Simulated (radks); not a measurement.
Problem. The mean radii <r> (bohr) of the occupied orbitals of an atom or ion are listed with their occupations. Method: scalar-relativistic Kohn-Sham, SCAN, spin-polarised, spherical densities, finite nucleus; meta-GGA in the generalised Kohn-Sham scheme; Fermi nuclear charge, rms radius of each element as measured or else 0.836 A^(1/3) + 0.57 fm; computed with a radial shooting solver on a logarithmic mesh with Libxc functionals.

| orbital | occ. | <r> |
|---|---|---|
| 1s up | 1 | 0.03111 |
| 1s down | 1 | 0.03111 |
| 2s up | 1 | 0.1348 |
| 2s down | 1 | 0.1348 |
| 2p up | 3 | 0.1177 |
| 2p down | 3 | 0.1177 |
| 3s up | 1 | 0.3675 |
| 3s down | 1 | 0.3675 |
| 3p up | 3 | 0.3669 |
| 3p down | 3 | 0.3669 |
| 3d up | 5 | 0.3456 |
| 3d down | 5 | 0.3456 |
| 4s up | 1 | 0.9040 |
| 4s down | 1 | 0.9021 |
| 4p up | 3 | 0.9783 |
| 4p down | 3 | 0.9773 |
| 4d up | 5 | 1.190 |
| 4d down | 2 | 1.201 |

Name the element and its charge. Open shells, if any, are filled with parallel spins first.

Solution. Z = 47, silver, charge +4: Ag4+ in [Kr] 4d7. The 1s radius gives Z: for a bare nucleus <r> = (2 gamma + 1)/(2Z) with gamma = sqrt(1 - (Z/c)^2), 0.03062 bohr for Z = 47, and screening makes it slightly larger (0.03111 here). The occupations add up to 43, and the charge is Z minus that.
